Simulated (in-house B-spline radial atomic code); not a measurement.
# Cr⁵⁺: [Ar] 3d1

All numbers are computed (non-relativistic BHandHLYP, spin-polarised, spherical fractional occupations; point nucleus) with a radial B-spline atomic code at the basis-set limit, not measured.

Effective charges: Z_r = [3n² - l(l+1)]/(2<r>) from the radius, Z_e = n√(-2ε) from the energy, and Slater's rules. Values are occupation-weighted means over spin.

| shell | electrons | ε (eV) | <r> (bohr) | Z_r | Z_e | Slater |
| --- | --- | --- | --- | --- | --- | --- |
| 1s | 2 | -6005.4 | 0.06418 | 23.37 | 21.01 | 23.70 |
| 2s | 2 | -777.24 | 0.2949 | 20.35 | 15.12 | 19.85 |
| 2p | 6 | -672.35 | 0.2603 | 19.21 | 14.06 | 19.85 |
| 3s | 2 | -163.86 | 0.8666 | 15.58 | 10.41 | 12.75 |
| 3p | 6 | -131.88 | 0.8977 | 13.92 | 9.34 | 12.75 |
| 3d | 1 | -76.598 | 0.9793 | 10.72 | 7.12 | 6.00 |

The least bound orbital is 3d up at -76.6 eV, and it is also the most diffuse (<r> = 0.9793 bohr).

Caution: exact exchange at fractional occupations of open shells leaves self-interaction of up to several eV.
